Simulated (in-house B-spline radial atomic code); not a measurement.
Checks on a self-consistent run for an ion of nuclear charge 81.5 with 81 electrons, [Xe] 4f14 5d10 6s2 6p1. Level of theory: Dirac-Hartree-Fock, average of configuration, Fermi nucleus of rms radius 5.4759 fm; calculated with a B-spline radial code for spherical atoms.

| orbital | q | ε (Eh) | <1/r> | <r²> | small-component weight |
| --- | --- | --- | --- | --- | --- |
| 1s1/2 | 2 | -3209.94641 | 100.293 | 0.000363128 | 0.096481 |
| 2s1/2 | 2 | -578.43790 | 24.7902 | 0.00545216 | 0.022253 |
| 2p1/2 | 2 | -554.29194 | 24.7006 | 0.00385268 | 0.022301 |
| 2p3/2 | 4 | -476.00987 | 19.8159 | 0.00503169 | 0.019664 |
| 3s1/2 | 2 | -141.17072 | 9.10555 | 0.0352584 | 0.0074968 |
| 3p1/2 | 2 | -130.34020 | 9.00306 | 0.0321464 | 0.0074268 |
| 3p3/2 | 4 | -112.67995 | 7.73229 | 0.0384438 | 0.0066724 |
| 3d3/2 | 4 | -95.06673 | 7.61225 | 0.0294474 | 0.0065283 |
| 3d5/2 | 6 | -91.33579 | 7.3276 | 0.0311586 | 0.006324 |
| 4s1/2 | 2 | -33.26264 | 3.84558 | 0.169664 | 0.0025464 |
| 4p1/2 | 2 | -28.55147 | 3.73369 | 0.172664 | 0.0024502 |
| 4p3/2 | 4 | -24.18765 | 3.31346 | 0.202604 | 0.0021841 |
| 4d3/2 | 4 | -16.50706 | 3.11138 | 0.211492 | 0.0019772 |
| 4d5/2 | 6 | -15.68241 | 3.01222 | 0.222117 | 0.0019023 |
| 5s1/2 | 2 | -6.01041 | 1.56013 | 0.861295 | 0.00064298 |
| 5p1/2 | 2 | -4.34105 | 1.43893 | 0.996407 | 0.00056164 |
| 5p3/2 | 4 | -3.53493 | 1.28787 | 1.19219 | 0.00047872 |
| 4f5/2 | 6 | -5.68843 | 2.66334 | 0.248235 | 0.001533 |
| 4f7/2 | 8 | -5.50465 | 2.62544 | 0.254924 | 0.0015023 |
| 5d3/2 | 4 | -1.14594 | 1.00939 | 1.95763 | 0.00030647 |
| 5d5/2 | 6 | -1.05078 | 0.967757 | 2.11742 | 0.00028383 |
| 6s1/2 | 2 | -0.62601 | 0.526445 | 6.73719 | 8.687e-05 |
| 6p1/2 | 0.33333 | -0.36515 | 0.406985 | 11.049 | 4.9506e-05 |
| 6p3/2 | 0.66667 | -0.31551 | 0.359186 | 13.8139 | 3.8121e-05 |

Electron-electron repulsion V_ee = 7575.1958 hartree.

Q: What total energy follows from the eigenvalues?

A: The eigenvalues count the repulsion twice, so E = Σqε - V_ee = -13017.400 - 7575.196 = -20592.595 hartree; the run printed -20592.595.

Q: Does the Dirac virial theorem hold?

A: For a point nucleus E = -2c²Σq·w, with w the small-component weight. Here Σq·w = 0.54806 and c = 137.0360, so the ratio E/(-2c²Σq·w) is 1.000430; the finite nucleus accounts for the departure from 1.

Q: What diamagnetic shielding (Lamb formula) and susceptibility (Langevin formula) do the radii give?

A: σ = (α²/3)Σq<1/r> = 638.728/(3·137.036²) = 11338 ppm, and χ = -0.79199×10⁻⁶·Σq<r²> = -50.07×10⁻⁶ cm³/mol with Σq<r²> = 63.221 bohr². Both are non-relativistic formulas without the paramagnetism of open shells; for so heavy an element the full relativistic shielding is larger by tens of per cent.
